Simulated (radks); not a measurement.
Values are calculated unless marked as measured or tabulated.
The table gives one normalised radial function P(r) = r R(r) (large component) of Sr3+ in [Ar] 3d8 4s2 4p5 4d2 (r in bohr). Level of theory: Dirac Kohn-Sham, PBE, spin-unpolarised, spherical densities, point nucleus; open shells fill j = l - 1/2 first (a radial shooting solver on a logarithmic mesh with Libxc functionals).

| r | P |
|---|---|
| 0.001527 | 0.0006 |
| 0.00175 | 0.0008 |
| 0.002021 | 0.0010 |
| 0.002315 | 0.0013 |
| 0.002674 | 0.0018 |
| 0.003064 | 0.0023 |
| 0.003538 | 0.0030 |
| 0.004086 | 0.0040 |
| 0.004681 | 0.0052 |
| 0.005407 | 0.0068 |
| 0.006194 | 0.0088 |
| 0.007154 | 0.0114 |
| 0.008196 | 0.0147 |
| 0.009465 | 0.0190 |
| 0.01093 | 0.0246 |
| 0.01252 | 0.0313 |
| 0.01446 | 0.0401 |
| 0.01657 | 0.0504 |
| 0.01914 | 0.0638 |
| 0.02192 | 0.0792 |
| 0.02532 | 0.0987 |
| 0.02924 | 0.1217 |
| 0.0335 | 0.1467 |
| 0.03869 | 0.1763 |
| 0.04433 | 0.2066 |
| 0.05119 | 0.2398 |
| 0.05865 | 0.2701 |
| 0.06774 | 0.2980 |
| 0.07823 | 0.3173 |
| 0.08962 | 0.3231 |
| 0.1035 | 0.3104 |
| 0.1186 | 0.2756 |
| 0.1369 | 0.2109 |
| 0.1569 | 0.1220 |
| 0.1812 | 0.0014 |
| 0.2093 | -0.1377 |
| 0.2398 | -0.2723 |
| 0.2769 | -0.3984 |
| 0.3172 | -0.4805 |
| 0.3664 | -0.5061 |
| 0.4197 | -0.4570 |
| 0.4847 | -0.3219 |
| 0.5598 | -0.1104 |
| 0.6414 | 0.1376 |
| 0.7407 | 0.4162 |
| 0.8486 | 0.6576 |
| 0.9801 | 0.8530 |
| 1.123 | 0.9545 |
| 1.297 | 0.9620 |
| 1.498 | 0.8756 |
| 1.716 | 0.7325 |
| 1.982 | 0.5512 |
| 2.27 | 0.3838 |
| 2.622 | 0.2354 |
| 3.004 | 0.1329 |
| 3.469 | 0.0637 |
| 4.006 | 0.0262 |
| 4.59 | 0.0096 |
| 5.301 | 0.0027 |
| 6.073 | 0.0007 |
| 7.014 | 0.0001 |
| 8.035 | 0.0000 |
| 9.28 | 0.0000 |

Which n and l does it have? It may be an empty orbital.

Answer. n = 4, l = 1: the number of nodes gives n - l - 1 = 2, the rise at small r points to l (this Dirac orbital starts as r^gamma with gamma = sqrt((l + 1)^2 - (Z/c)^2) = 1.98; the j = 3/2 orbital of l + 1 starts with the same power, but with a smaller coefficient, and then steepens), and the extent must fit the shell. The curve is that of 4p3/2; the two j differ most near the nucleus, where j = l - 1/2 has the larger amplitude, and in heavy atoms j = l - 1/2 is also the more compact. 4p3/2: eigenvalue -58.509 eV, 2 radial nodes at r = 0.181, 0.596 bohr, <r> = 1.38 bohr, 90 % of the charge inside 2.03 bohr.
